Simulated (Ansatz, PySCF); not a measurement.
C$_{3}$H$_{9}$N, triplet, at the geometry of the source list (a higher spin typed on purpose: for a closed-shell molecule this is an excited state). Base run: CAMB3LYP/cc-pVDZ in PySCF.

Geometry (Å):
```xyz
13

C     -0.6142     1.1159     0.5641
C     -0.0901     0.0202    -0.3604
C      1.3506    -0.3412    -0.0090
N     -0.9202    -1.1667    -0.1885
H      0.0031     2.0067     0.4857
H     -0.6002     0.7610     1.5907
H     -1.6370     1.3781     0.3033
H     -0.1122     0.3999    -1.4017
H      1.7236    -1.1143    -0.6770
H      1.3918    -0.7163     1.0097
H      1.9930     0.5309    -0.0946
H     -0.6027    -1.9127    -0.7982
H     -1.8854    -0.9614    -0.4241
```
Charge 0, spin multiplicity 3.
Orbitals are unrestricted.
All else is at PySCF's defaults.

The same geometry, method and basis name were run in Ansatz (an electronic-structure program) and PySCF, at each program's defaults and at the settings that a row names. The base is PySCF at its defaults. Differences at the defaults can come from grids, fitting, cores and function types together.

```csv
code and settings,ΔE vs base (µEh),basis functions,E (Eh),SCF cycles,dipole (D)
"PySCF, defaults (exact integrals, its default grid, spherical functions)",0.0,101,-174.14347,14,1.99
"Ansatz, defaults (factorised integrals, its default grid, spherical functions)",5.0,101,-174.14347,-,-
"PySCF, density fitting with def2-universal-jkfit",-87.7,101,-174.14356,14,1.99
"PySCF, fine grid",-4.5,101,-174.14348,14,1.99
"Ansatz, high accuracy",-4.3,101,-174.14348,-,-
```

Open shells are given as the SCF converged; they aren't shown to be the lowest states, and a large step between rows can be another state.
